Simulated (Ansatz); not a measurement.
`[NH2][Ga]([Cl])[Br]` + HCl → `[Cl][Ga]([Cl])[Br]` + NH₃ at 400 K and 1 bar (ligand exchange at a Ga–N bond).

Isolated molecules relaxed with PBE0-D4/def2-TZVP in Ansatz; ΔE leaves out vibrations. CBS: MP2 limit from def2 TZ/QZ plus the TZ coupled-cluster correction, frozen cores. This one scheme is used for every species. For Br, Ga outer-core shells are correlated without core-valence functions, which leaves a few kJ/mol of doubt a bond. Scalar relativity is left out up to krypton. Each species was taken in one conformer, which may not be the lowest.

```
              species  CCSD(T)/CBS energy (Eh)  H − E (kJ/mol)  S (J/(mol·K))
`[NH2][Ga]([Cl])[Br]`              -5013.08446           101.9          394.2
                  HCl               -460.38127            29.6          195.4
 `[Cl][Ga]([Cl])[Br]`              -5416.98025            35.1          369.3
                  NH₃                -56.50880           104.2          203.1
```

H − E and S are ideal-gas, rigid-rotor, harmonic terms from PBE0-D4/def2-TZVP, for one conformer and one mirror image of each species. 1 Eh = 2625.50 kJ/mol, R = 8.31446 J/(mol·K).

Task: By hand: ΔE, ΔH, ΔS and ΔG.

Result: ΔE = (-5416.98025) + (-56.50880) − (-5013.08446) − (-460.38127) = -0.02332 Eh = -61.2 kJ/mol. Δ(H − E) = 35.1 + 104.2 − 101.9 − 29.6 = 7.8, so ΔH = -53.4 kJ/mol. ΔS = 369.3 + 203.1 − 394.2 − 195.4 = -17.2 J/(mol·K). ΔG = -53.4 − 400 × (-17.2)/1000 = -46.5 kJ/mol.

Task: By hand: the equilibrium constant, and the temperature at which ΔG would vanish if ΔH and ΔS stayed fixed.

Result: log₁₀ K = −ΔG/(RT ln 10) = 6.1. ΔG = 0 at ΔH/ΔS = 3105 K, far beyond where these terms or the molecules hold.

ΔH outweighs TΔS. A doubt of 5 kJ/mol in ΔE shifts log₁₀ K by 0.7 here. Other conformers and mirror images would add mixing entropy, several J/(mol·K) or more a flexible species. Modes under 60 cm⁻¹, often nearly free rotors, make the harmonic entropy too high. These are equilibria of isolated gas molecules and say nothing of rates. Largest T1 diagnostic: 0.010 (customary marks: 0.02 for closed shells, 0.045 for open ones).
